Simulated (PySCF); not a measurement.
**J couplings in `[NH](C)[GaH2]`, CH$_{6}$GaN**

Cartesian coordinates in Å; atom numbers follow the order of the lines, from 1:
```xyz
9

C    -1.1645   -0.4360   -0.2704
N    -0.1704    0.4355    0.3020
Ga    1.6370    0.3126    0.1753
H    -0.6777   -1.2703   -0.7991
H    -1.8126    0.0767   -1.0063
H    -1.8300   -0.8827    0.4921
H    -0.5732    1.2133    0.8145
H     2.1875   -0.9039   -0.6392
H     2.4588    1.4304    0.8949
```

Level of theory for the indirect couplings: PBE0/pcJ-1 (dyall-v2z on Ga), isolated molecule, Gaussian nuclear model, PBE0-D3(BJ)/def2-SVP geometry (PySCF 2.14 with density-fitted X2C routines).

Non-relativistic values:
| coupling | atoms | J (Hz) |
| --- | --- | --- |
| 1J(69Ga,15N) | Ga3 – N2 | -65.9 |
| 1J(69Ga,1H) | Ga3 – H8/H9 | 798.4 |
| 2J(69Ga,13C) | Ga3 – C1 | -0.5 |
| 2J(69Ga,1H) | Ga3 – H7 | 10.0 |
| 3J(69Ga,1H) | Ga3 – H4/H5/H6 | 19.3 |

Problem. What do two-component X2C with spin–orbit coupling give?

Solution. 
```
    coupling           atoms  with spin–orbit (Hz)
1J(69Ga,15N)        Ga3 – N2                 -64.0
 1J(69Ga,1H)     Ga3 – H8/H9                 892.8
2J(69Ga,13C)        Ga3 – C1                  -1.0
 2J(69Ga,1H)        Ga3 – H7                  13.0
 3J(69Ga,1H)  Ga3 – H4/H5/H6                  21.4
```

The largest listed coupling, 1J(69Ga,1H), ends at 1.12 times its non-relativistic value. Equivalent partners are averaged, as under fast rotation. Couplings to strongly quadrupolar nuclei (69Ga) are seldom resolved in solution.
